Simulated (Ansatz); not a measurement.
VO₃F₃H₆⁺, that is mer-VF3(H2O)3 with one electron fewer, relaxed as a doublet with UKS r2SCAN-D4/def2-SVP in Ansatz, starting from the r2SCAN-D4/def2-SVP geometry of the neutral triplet. Force threshold 0.02 eV/Å.

The name describes the triplet; other states may take another shape.

Start:

Cartesian coordinates in Å:
```
V 0.114 0.195 0.206
F 1.697 -0.586 -0.247
F -1.736 0.436 0.079
F 0.621 1.620 1.173
O -0.603 -1.586 -0.875
H -0.117 -1.715 -1.702
H -1.502 -1.292 -1.094
O 0.390 -0.970 1.961
H 0.667 -0.282 2.590
H 1.228 -1.350 1.631
O -0.070 1.552 -1.444
H 0.335 2.346 -1.053
H -1.023 1.633 -1.224
```

```
         step  energy (eV)  largest force component (eV/Å)  SCF passes
            1  -40054.5671                           2.460          56
            2  -40055.2644                           1.466          41
            3  -40055.5933                           1.210          39
            4  -40055.7005                           0.260          38
            5  -40055.7436                           0.224          34
            6  -40055.7857                           0.252          34
            7  -40055.7901                           0.351          29
 8 (rejected)  -40055.7225                           1.268          34
            9  -40055.7997                           0.096          33
           10  -40055.8025                           0.026          32
11 (rejected)  -40055.8024                           0.074          28
           12  -40055.8029                           0.010          29
           13  -40055.8030                           0.024          29
           14  -40055.8030                           0.010          21
```

Force components are those of the run's own axes.

End:

Cartesian coordinates in Å:
```
V 0.113 0.315 0.247
F 1.568 0.035 -0.630
F -1.599 0.354 0.415
F 0.581 1.635 1.262
O -0.408 -1.531 -0.767
H 0.145 -1.818 -1.512
H -1.335 -1.669 -1.022
O 0.502 -0.877 1.790
H 0.820 -0.524 2.639
H 0.418 -1.844 1.826
O -0.283 1.597 -1.345
H 0.479 2.089 -1.695
H -1.002 2.237 -1.207
```

By distances, no bond broke or formed. The bond that changes most is V1–F3, from 1.87 to 1.72 Å (atoms count from 1). A close non-bonded pair moves further: F2–H10, from 2.08 to 3.30 Å.

The force fell under the threshold at step 12, but the optimiser went on. No frequencies were taken in this run, so the end may be a saddle point.

Run time 98 s (4 threads of Arm Neoverse V1 on a shared host).
